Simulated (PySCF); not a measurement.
Species: (F2Al-mu-H)2.
Z-matrix (Å and degrees, PBE0-D3(BJ)/def2-SVP geometry), rows numbered from 1:
```
Al
F   1  1.6509
F   1  1.6508  2  123.86
H   1  1.7300  2  110.23  3   133.22
Al  4  1.7304  1   93.96  2   110.06
F   5  1.6508  4  110.21  1   109.94
F   5  1.6505  4  109.98  1  -109.79
H   1  1.7300  2  110.18  3  -133.43
```

Computed with PySCF 2.14.0, density-fitted response routines, TDDFT CAM-B3LYP/def2-SVPD, vertical, gas phase, core orbitals frozen in the response.

Computed states:

```tsv
state	E (eV)	f
S1	7.61	0.0000
S2	8.41	0.0000
S3	8.83	0.064
S4	9.09	0.013
S5	9.21	0.0000
S6	9.27	0.156
S7	9.28	0.0000
S8	9.30	0.0000
S9	9.60	0.0000
S10	9.82	0.379
S11	9.91	0.281
S12	10.15	0.0000
S13	10.25	0.0094
S14	10.41	0.010
S15	10.49	0.133
```

Broadening: Gaussians 0.25 eV wide at half height, area fixed by f = 4.319×10⁻⁹ ∫ε dν̃. The width is an assumption, not a result. The curve ends short of the highest state used, and states not computed would add to its high-energy end.

(1) What does the envelope look like, and where are its maxima?

(2) Coming from long wavelengths, where does ε first pass 100 L mol⁻¹ cm⁻¹?

## Answers

(1) 
| E (eV) | ε (L mol⁻¹ cm⁻¹) |
| --- | --- |
| 7.24 | 0 |
| 7.32 | 0 |
| 7.39 | 0 |
| 7.47 | 0 |
| 7.54 | 0 |
| 7.62 | 0 |
| 7.69 | 0 |
| 7.77 | 0 |
| 7.84 | 0 |
| 7.92 | 0 |
| 8.00 | 0 |
| 8.07 | 0 |
| 8.15 | 0 |
| 8.22 | 0 |
| 8.30 | 0 |
| 8.37 | 1 |
| 8.45 | 13 |
| 8.53 | 140 |
| 8.60 | 710 |
| 8.68 | 2665 |
| 8.75 | 5329 |
| 8.83 | 6961 |
| 8.90 | 5742 |
| 8.98 | 3679 |
| 9.06 | 4518 |
| 9.13 | 8829 |
| 9.21 | 15392 |
| 9.28 | 16972 |
| 9.36 | 11445 |
| 9.43 | 5170 |
| 9.51 | 1767 |
| 9.58 | 3454 |
| 9.66 | 14473 |
| 9.74 | 38237 |
| 9.81 | 59448 |
| 9.89 | 62963 |

Maxima: 140 nm (8.83 eV), ε about 7000, made up of S3 (99%); 134 nm (9.26 eV), ε about 17000, made up of S6 (98%); 126 nm (9.86 eV), ε about 65000, made up of S10 (59%) and S11 (41%) (ε in L mol⁻¹ cm⁻¹; maxima over ε = 5, shares over 10%).

(2) At about 146 nm (8.52 eV), 0.90 eV above S1.

All these states lie below the vertical ionisation energy of 13.34 eV (ΔSCF).
